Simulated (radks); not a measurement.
Values are calculated unless marked as measured or tabulated.
Dispersion coefficients C6 (hartree bohr^6) between ground-configuration atoms and ions, from the Casimir-Polder integral (3/pi) of alpha_A(iw) alpha_B(iw). Level of theory: scalar-relativistic Kohn-Sham, exchange-only LDA, spin-polarised, spherical densities, finite nucleus; open shells are filled with parallel spins first (spin-orbit coupling, left out, can overturn this in heavy ions); Fermi nuclear charge, rms radius of each element as measured or else 0.836 A^(1/3) + 0.57 fm (a radial shooting solver on a logarithmic mesh with Libxc functionals). Response by self-consistent Sternheimer equations with the Hartree and adiabatic exchange-only LDA kernel, the relativistic mass of each level held fixed and spin-orbit coupling left out. For heavy and open-shell atoms this level of theory can miss by tens of per cent.

C6     Cl2+      C     Mo    Ca
Cl2+  21.42
C     34.53  61.78
Mo    112.9  216.3  813.8
Ca    152.1  318.5   1295  2219

Static polarisabilities (bohr^3): Cl2+ ([Ne] 3s2 3p3) 5.970, C ([He] 2s2 2p2) 14.87, Mo ([Kr] 4d5 5s1) 76.18, Ca ([Ar] 4s2) 160.6. The combination rule 2 Ca Cb / ((alpha_b/alpha_a) Ca + (alpha_a/alpha_b) Cb) gives 1305 for Mo-Ca, against 1295 from the integral.
